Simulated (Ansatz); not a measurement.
```yaml
atoms:
  - { symbol: Pt, position_ang: [0.0000, 0.0000, 0.0000] }
  - { symbol: F, position_ang: [0.0000, 0.0000, 1.8500] }
  - { symbol: F, position_ang: [0.0000, 0.0000, -1.8500] }
  - { symbol: F, position_ang: [1.8500, 0.0000, 0.0000] }
  - { symbol: F, position_ang: [-1.8500, 0.0000, 0.0000] }
  - { symbol: F, position_ang: [0.0000, 1.8500, 0.0000] }
  - { symbol: F, position_ang: [0.0000, -1.8500, 0.0000] }
```

Basis set: def2-TZVP on F; def2-TZVPP on Pt. Charge 0. Computed with Ansatz (development build ahead of 0.2.0); the lowest solution found for each multiplicity.

(1) How do the multiplicities compare at this shape? Give, from the lowest of each method, PBE0 (unrestricted) for 1, 3; PBE0 (restricted) for 1, 3.

Results:

(1)

```
            method  multiplicity  E (eV)  <S²>
PBE0, unrestricted             1   0.167  1.00
PBE0, unrestricted             3   0.000  2.00
  PBE0, restricted             1   0.754  0.00
  PBE0, restricted             3   0.000  2.00
```

Caution: other spin multiplicities may lie lower. Caution for PBE0, unrestricted: the unrestricted determinant is a mixture of spin states. Caution for PBE0, restricted: an unrestricted determinant lies well below.
